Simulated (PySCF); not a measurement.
Molfile (atoms numbered from 1):
```
C9H19N
     RDKit          3D

 29 29  0  0  0  0  0  0  0  0999 V2000
   -2.1589    0.7640   -1.1425 C   0  0  0  0  0  0  0  0  0  0  0  0
   -1.8579   -0.3604   -0.1529 C   0  0  0  0  0  0  0  0  0  0  0  0
   -2.2349    0.0866    1.2582 C   0  0  0  0  0  0  0  0  0  0  0  0
   -2.6385   -1.6172   -0.5332 C   0  0  0  0  0  0  0  0  0  0  0  0
   -0.3543   -0.6936   -0.1954 C   0  0  0  0  0  0  0  0  0  0  0  0
    0.5006    0.4278    0.1521 N   0  0  0  0  0  0  0  0  0  0  0  0
    1.3841    0.9008   -0.8988 C   0  0  0  0  0  0  0  0  0  0  0  0
    2.6997    0.0975   -0.7623 C   0  0  0  0  0  0  0  0  0  0  0  0
    2.6685   -0.4224    0.6888 C   0  0  0  0  0  0  0  0  0  0  0  0
    1.3943    0.2159    1.2760 C   0  0  0  0  0  0  0  0  0  0  0  0
   -1.5610    1.6553   -0.8998 H   0  0  0  0  0  0  0  0  0  0  0  0
   -1.9222    0.4611   -2.1759 H   0  0  0  0  0  0  0  0  0  0  0  0
   -3.2237    1.0444   -1.1107 H   0  0  0  0  0  0  0  0  0  0  0  0
   -1.6278    0.9555    1.5539 H   0  0  0  0  0  0  0  0  0  0  0  0
   -3.2977    0.3705    1.3142 H   0  0  0  0  0  0  0  0  0  0  0  0
   -2.0628   -0.7190    1.9911 H   0  0  0  0  0  0  0  0  0  0  0  0
   -2.3749   -1.9602   -1.5471 H   0  0  0  0  0  0  0  0  0  0  0  0
   -2.4319   -2.4437    0.1662 H   0  0  0  0  0  0  0  0  0  0  0  0
   -3.7237   -1.4293   -0.5162 H   0  0  0  0  0  0  0  0  0  0  0  0
   -0.1124   -1.0722   -1.2071 H   0  0  0  0  0  0  0  0  0  0  0  0
   -0.1723   -1.5406    0.4922 H   0  0  0  0  0  0  0  0  0  0  0  0
    0.9074    0.8038   -1.8843 H   0  0  0  0  0  0  0  0  0  0  0  0
    1.5836    1.9756   -0.7436 H   0  0  0  0  0  0  0  0  0  0  0  0
    2.7276   -0.7369   -1.4791 H   0  0  0  0  0  0  0  0  0  0  0  0
    3.5804    0.7236   -0.9692 H   0  0  0  0  0  0  0  0  0  0  0  0
    2.5851   -1.5202    0.7060 H   0  0  0  0  0  0  0  0  0  0  0  0
    3.5709   -0.1609    1.2613 H   0  0  0  0  0  0  0  0  0  0  0  0
    0.9111   -0.3889    2.0566 H   0  0  0  0  0  0  0  0  0  0  0  0
    1.6372    1.1933    1.7299 H   0  0  0  0  0  0  0  0  0  0  0  0
  1  2  1  0
  2  3  1  0
  2  4  1  0
  2  5  1  0
  5  6  1  0
  6  7  1  0
  7  8  1  0
  8  9  1  0
  9 10  1  0
 10  6  1  0
  1 11  1  0
  1 12  1  0
  1 13  1  0
  3 14  1  0
  3 15  1  0
  3 16  1  0
  4 17  1  0
  4 18  1  0
  4 19  1  0
  5 20  1  0
  5 21  1  0
  7 22  1  0
  7 23  1  0
  8 24  1  0
  8 25  1  0
  9 26  1  0
  9 27  1  0
 10 28  1  0
 10 29  1  0
M  END
```

Geometry: PBE0-D3(BJ)/def2-SVP; GIAO absolute shieldings from PySCF 2.14, gas phase, non-relativistic, averaged over equivalent atoms.

At wB97X-D/pcSseg-1 (265 basis functions, 2.1 min wall time on 1 thread of an x86-64 server CPU, shared host):
| atoms | σ (ppm) |
| --- | --- |
| C5 | 112.7 |
| C7/C10 | 125.8 |
| C2 | 151.2 |
| C1/C3/C4 | 156.1 |
| C8/C9 | 160.5 |
| N6 | 206.2 |
| H22/H23/H28/H29 | 28.86 |
| H20/H21 | 29.62 |
| H24/H25/H26/H27 | 29.93 |
| H11/H12/H13/H14/H15/H16/H17/H18/H19 | 30.52 |

Question: Predict the values at PBE0/pcSseg-1 on the same geometry.

Answer: 
| atoms | σ at PBE0/pcSseg-1 | change |
| --- | --- | --- |
| C5 | 112.3 | -0.4 |
| C7/C10 | 125.4 | -0.4 |
| C2 | 150.9 | -0.3 |
| C1/C3/C4 | 156.2 | +0.1 |
| C8/C9 | 160.6 | +0.1 |
| N6 | 202.3 | -3.9 |
| H22/H23/H28/H29 | 28.70 | -0.16 |
| H20/H21 | 29.47 | -0.15 |
| H24/H25/H26/H27 | 29.80 | -0.13 |
| H11/H12/H13/H14/H15/H16/H17/H18/H19 | 30.42 | -0.10 |

The largest change is at N6 (amine nitrogen). Cost: 265 basis functions, 97 s wall time on 1 thread of an x86-64 server CPU, shared host. The order of the carbon signals is the same at both levels.
